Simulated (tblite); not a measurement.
HCl$_{3}$OTi, charge -1, doublet, at the geometry of the source list (GFN-xTB shapes and energies of metal compounds can be far from the true ones) (the multiplicity is a formal guess); GFN1-xTB run with tblite.

Here is a job for tblite.
```
$ tblite run mol.xyz --method gfn1 --charge -1 --spin 1 --etemp 2000 --json tblite.json --no-restart

# file mol.xyz
6

Ti     0.24470000    -0.10830000    -0.00810000
Cl     1.87800000     1.07660000    -0.67620000
Cl     0.92440000    -0.91530000     1.84160000
Cl     0.28970000    -1.78160000    -1.32080000
O     -1.23420000     0.66130000     0.04460000
H     -2.10260000     1.06720000     0.11900000
```

The log (banner, timings and long lists left out):

```
xTB calculator
 | screened Coulomb repulsion
 | Coulomb electrostatics
 |  * isotropic Klopman-Ohno-Mataga-Nishimoto electrostatics
 |  * onsite third-order electrostatics
 | DFT-D3(BJ) dispersion correction

halogen bonding energy    0.0000000000000E+00 Eh
repulsion energy          7.5322887551068E-02 Eh
dispersion energy        -3.1016363855371E-03 Eh
number of electrons       3.3000000000000E+01 e
integral cutoff           3.9599309224301E+01 bohr

------------------------------------------------------------
  cycle        total energy    energy error   density error
------------------------------------------------------------
      1     -18.62101130353  -1.8693233E+01   6.9612518E-01
      2     -18.96638590527  -3.4537460E-01   5.9665348E-01
      3     -19.57797934857  -6.1159344E-01   3.1936257E-01
      4     -19.73630906070  -1.5832971E-01   6.1477200E-02
      5     -19.71940657892   1.6902482E-02   6.2447042E-02
      6     -19.73638534291  -1.6978764E-02   1.3354814E-02
      7     -19.73630827064   7.7072265E-05   9.9928306E-03
      8     -19.73660322392  -2.9495328E-04   3.8551943E-03
      9     -19.73663731915  -3.4095229E-05   3.7453883E-04
     10     -19.73663793449  -6.1534004E-07   1.7288415E-04
     11     -19.73663794363  -9.1335046E-09   7.0760138E-06
------------------------------------------------------------

electronic energy        -1.9808859194792E+01 Eh
total energy             -1.9736637943627E+01 Eh

Post processing:
 | Mayer-Wiberg bond orders

[Info] JSON dump of results written to 'tblite.json'
```
